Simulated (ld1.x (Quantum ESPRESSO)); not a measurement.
Which change was made? (C, TM)

C (Z = 6), norm-conserving Troullier–Martins (Kleinman–Bylander form), made with ld1.x (Quantum ESPRESSO) 7.5 (PBE, non-relativistic). Core [He], reference 2s2 2p2. Waves: 2s (bound): rc 0.90 bohr; 2p (bound): rc 2.45 bohr. Local part: the p channel. Core correction: Bessel-smoothed model core inside 0.50 bohr.

Cutoffs, loose and tight: the cutoffs (Ry, on a coarse ladder) from which the occupation-weighted sum of valence levels, in a spherical-Bessel basis at the reference potential, stays within 10 and 1 mRy of its value at 400 Ry. They do not see the model core or the augmentation charge, which bear on the density cutoff. Test errors are all-electron minus pseudo excitation energies from the reference, over the configurations 2s2 2p1; 2s2 2p0; 2s1 2p0; 2s1 2p2; 2s2 2p2.3; 2s2 2p1.5; 2s1 2p3; variants that change the core or the reference have their own tests.

The base gives: outcome: generated; cutoff, loose: 40 Ry; cutoff, tight: 110 Ry; bound ghosts: none; largest test error (meV): +1133.

Problem. After one change the result is: outcome: generated; cutoff, loose: 30 Ry; cutoff, tight: 80 Ry; bound ghosts: none; largest test error (meV): +1136. Which change was it?
A. wave 2s (bound): rc 0.90 bohr becomes 2s (bound): rc 0.58 bohr
B. wave 2s (bound): rc 0.90 bohr becomes 2s (bound): rc 0.74 bohr
C. wave 2s (bound): rc 0.90 bohr becomes 2s (bound): rc 1.26 bohr
D. wave 2s (bound): rc 0.90 bohr becomes 2s (bound): rc 0.82 bohr

Solution. C. The others give: wave 2s (bound): rc 0.90 bohr becomes 2s (bound): rc 0.82 bohr → outcome: generated; cutoff, loose: 90 Ry; cutoff, tight: 200 Ry; bound ghosts: none; largest test error (meV): +1131 | wave 2s (bound): rc 0.90 bohr becomes 2s (bound): rc 0.74 bohr → outcome: generated; cutoff, loose: 140 Ry; cutoff, tight: 260 Ry; bound ghosts: none; largest test error (meV): +1134 | wave 2s (bound): rc 0.90 bohr becomes 2s (bound): rc 0.58 bohr → outcome: generated; bound ghosts: s; largest test error (meV): +1133.
